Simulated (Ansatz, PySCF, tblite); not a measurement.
Breaking a bond: SMILES [Li][CH3] (CH3Li). The C1–Li5 bond (C1 also carries H, H, H; Li5 carries nothing else) is pulled apart rigidly from the PBE0/def2-TZVP optimised geometry.

- RHF/cc-pVTZ (Ansatz, a first-principles code)
- RKS-PBE = restricted PBE/cc-pVTZ run with Ansatz
- RMP2/3-21G = PySCF with restricted MP2 (frozen core)/3-21G
- UMP2/3-21G = unrestricted MP2 (frozen core)/3-21G run with PySCF 2.14.0
- GFN2-xTB, 300 K electronic temperature (tblite)

Energies are in kJ/mol, each relative to the lowest point of its own curve near equilibrium.

```csv
R / Å,RHF,RKS-PBE,RMP2/3-21G,UMP2/3-21G,GFN2-xTB
1.46,197.5,175.4,237.6,237.6,99.3
1.56,110.8,96.7,139.0,139.0,51.6
1.67,51.5,43.8,69.2,69.2,20.9
1.79,16.4,13.2,25.5,25.5,4.6
1.85,7.0,5.3,12.9,12.9,1.1
1.90,2.4,1.7,6.1,6.1,0.0
1.96,0.0,0.0,1.4,1.4,0.4
2.04,1.0,1.5,0.0,0.0,3.2
2.08,3.0,3.5,1.0,1.0,5.5
2.17,10.1,10.2,6.2,6.2,12.2
2.29,23.9,22.8,18.0,18.0,23.8
2.42,42.5,39.2,34.6,34.6,38.5
2.65,79.6,71.0,68.0,95.6,65.8
2.94,128.0,110.7,110.8,137.8,103.9
3.29,183.0,153.3,157.7,160.9,148.2
3.56,221.4,181.0,188.5,170.6,179.0
3.96,271.0,214.3,224.8,178.3,217.8
4.39,315.4,241.1,251.7,182.2,249.9
4.77,348.2,258.7,266.0,184.0,—
5.40,392.0,278.9,271.2,185.8,—
5.86,417.4,288.6,261.1,186.6,—
6.90,458.9,301.1,204.3,187.6,—
```

At the longest distance, 6.90 Å, RHF lies highest above its minimum (458.9 kJ/mol) and UMP2/3-21G lowest (187.6 kJ/mol).

The RMP2/3-21G curve passes through a maximum at 5.40 Å and then falls by 66.9 kJ/mol up to the last usable point.

Dashes: no converged value, or the column stops at the first point that the program doubted or that broke a chosen test of continuity, which isn't proof of a fault.

The restricted form behind RHF, RKS-PBE, RMP2/3-21G keeps the bonding electrons paired and can't separate into open-shell fragments. The unrestricted determinant behind UMP2/3-21G is spin-contaminated at 2.65 to 6.90 Å (<S²> up to 1.0, against 0.00 for a pure singlet).
